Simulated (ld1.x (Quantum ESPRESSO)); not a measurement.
## u(r) = r·R(r): atom against pseudo-atom (scandium (Sc))

Columns: radius, all-electron u(r) and pseudo u(r) of the 3d shell (level -3.41 eV) of scandium in the configuration [Ne] 3s2 3p6 3d1 4s1.75 4p0.25; BLYP, scalar-relativistic, ultrasoft scheme, ld1.x (Quantum ESPRESSO) 7.5.

| r (bohr) | all-electron | pseudo |
| --- | --- | --- |
| 0.170 | 0.0792 | 0.0020 |
| 0.340 | 0.2789 | 0.0150 |
| 0.510 | 0.4690 | 0.0475 |
| 0.680 | 0.6031 | 0.1030 |
| 0.850 | 0.6802 | 0.1789 |
| 1.020 | 0.7106 | 0.2679 |
| 1.190 | 0.7096 | 0.3588 |
| 1.360 | 0.6896 | 0.4398 |
| 1.530 | 0.6590 | 0.5011 |
| 1.700 | 0.6231 | 0.5370 |
| 1.870 | 0.5850 | 0.5465 |
| 2.040 | 0.5467 | 0.5341 |
| 2.210 | 0.5093 | 0.5070 |
| 2.380 | 0.4733 | 0.4733 |
| 2.550 | 0.4392 | 0.4392 |
| 2.720 | 0.4071 | 0.4071 |
| 2.890 | 0.3771 | 0.3771 |
| 3.060 | 0.3490 | 0.3490 |
| 3.230 | 0.3229 | 0.3229 |
| 3.400 | 0.2985 | 0.2985 |
| 3.570 | 0.2758 | 0.2758 |
| 3.740 | 0.2546 | 0.2546 |
| 3.910 | 0.2350 | 0.2350 |
| 4.080 | 0.2168 | 0.2168 |
| 4.250 | 0.1999 | 0.1999 |
| 4.420 | 0.1843 | 0.1843 |

Task: How many radial nodes do the two functions have?

Result: The all-electron 3d function has n − l − 1 = 0; the pseudo-wave has 0.

Task: At about which radius was the pseudo-wave matched?

Result: 2.60 bohr. The columns agree to 0.0005 from 2.38 bohr on; several derivatives are matched, so the curves merge somewhat inside the radius.

Task: Is the pseudo-wave norm-conserving?

Result: No, it belongs to an ultrasoft set: the norm inside the radius is not constrained, and the difference is carried by the augmentation charge.
